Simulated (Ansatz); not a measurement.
Two structures of Si$_{2}$H$_{7}$O$_{2}$F$_{3}$, closed shell, reached by relaxing down either side of one saddle point (PBE0-D4/def2-TZVP). Energies are electronic, without zero-point energy. Ansatz 0.2.0; basis: def2-TZVPP and def2-QZVPP; cores frozen in the correlated methods. Extrapolation: Hartree–Fock as exp(−7.88 √X), correlation as X^−2.97. First:

```json
{"atom": "Si1", "x (Å)": "-0.7342", "y (Å)": "-0.2037", "z (Å)": "-1.1083"}
{"atom": "Si2", "x (Å)": "1.3394", "y (Å)": "-1.0011", "z (Å)": "-1.8168"}
{"atom": "F3", "x (Å)": "-1.8658", "y (Å)": "-0.5863", "z (Å)": "-2.1478"}
{"atom": "F4", "x (Å)": "-1.1250", "y (Å)": "-0.9946", "z (Å)": "0.2491"}
{"atom": "O5", "x (Å)": "-0.8379", "y (Å)": "1.3772", "z (Å)": "-0.8505"}
{"atom": "H6", "x (Å)": "-0.0156", "y (Å)": "1.3980", "z (Å)": "2.0278"}
{"atom": "F7", "x (Å)": "0.4195", "y (Å)": "2.0316", "z (Å)": "1.4410"}
{"atom": "H8", "x (Å)": "-0.3218", "y (Å)": "-0.2355", "z (Å)": "3.4028"}
{"atom": "O9", "x (Å)": "-0.7855", "y (Å)": "0.2774", "z (Å)": "2.7365"}
{"atom": "H10", "x (Å)": "2.3546", "y (Å)": "-0.6575", "z (Å)": "-0.7869"}
{"atom": "H11", "x (Å)": "1.2912", "y (Å)": "-2.4763", "z (Å)": "-1.9873"}
{"atom": "H12", "x (Å)": "1.7026", "y (Å)": "-0.3587", "z (Å)": "-3.1048"}
{"atom": "H13", "x (Å)": "-0.3493", "y (Å)": "1.7725", "z (Å)": "-0.1058"}
{"atom": "H14", "x (Å)": "-1.0721", "y (Å)": "-0.3429", "z (Å)": "2.0510"}
```

Second:

```
14
angstrom
Si -1.4726 1.0125 -0.3605
Si 2.1886 -1.2091 -0.5861
F -1.0505 -0.4693 -0.6605
F -2.7957 1.0762 0.4789
O -1.6837 1.6926 -1.8056
H -0.5017 -1.2471 1.8974
F -0.3300 1.7546 0.4300
H 1.6786 -1.2459 0.8099
O -0.9056 -0.4335 2.2100
H 3.6471 -1.4888 -0.5634
H 1.4951 -2.2432 -1.3911
H 1.9502 0.1369 -1.1609
H -2.0412 2.5790 -1.8615
H -0.1786 0.0850 2.5635
```

(1) Which bonds change from the first to the second?

(2) Give the saddle point's structure and its height above each. (Judge from chemistry; the value comes from the calculation.)

T1 diagnostic: at most 0.013.

## Answers

(1) Si₂H₄OF₂ ([OH][Si]([F])([F])[SiH3]) + H₂O + HF → SiHOF₃ ([OH][Si]([F])([F])[F]) + SiH₄ + H₂O; bonds formed: Si1–F7, Si2–H8, H6–O9; bonds broken: Si1–Si2, H6–F7, H8–O9.

(2) The calculation gives: 176.7 kJ/mol above the first and 275.5 kJ/mol above the second (CCSD(T) at an estimated basis limit (MP2 extrapolated from triple and quadruple zeta, plus CCSD(T) − MP2 in triple zeta)).
```
atom    x (Å)    y (Å)    z (Å)
 Si1  -0.8552   0.4036  -0.5394
 Si2   1.3260  -0.8535  -0.6979
  F3  -1.1938  -0.7750  -1.6136
  F4  -2.0021  -0.0165   0.5289
  O5  -1.1585   1.6292  -1.5721
  H6   0.0471   0.5142   1.9433
  F7  -0.1477   1.4813   0.6406
  H8   0.3341  -0.6740   0.9748
  O9   0.1290  -0.4696   2.1038
 H10   2.5095  -0.6785   0.1956
 H11   1.1978  -2.2786  -1.0807
 H12   1.5678  -0.0101  -1.9005
 H13  -0.9667   2.4971  -1.2125
 H14  -0.7874  -0.7694   2.2295
```

Labels in which every atom is bracketed show which atoms are joined, not bond orders.

For scale, one of the runs: CCSD(T)/def2-TZVPP, 337 basis functions, launched by `ansatz run in.yaml --threads 4 --pin off --events-out ev --progress --plain --max-ram 66560MiB --backend cuda --devices 0, --max-vram 37GiB`. Hardware: 4 CPU threads of an AMD EPYC 7R13 and a share of one NVIDIA H100, shared host. Wall time 17 s; peak host memory 0.84 GiB.
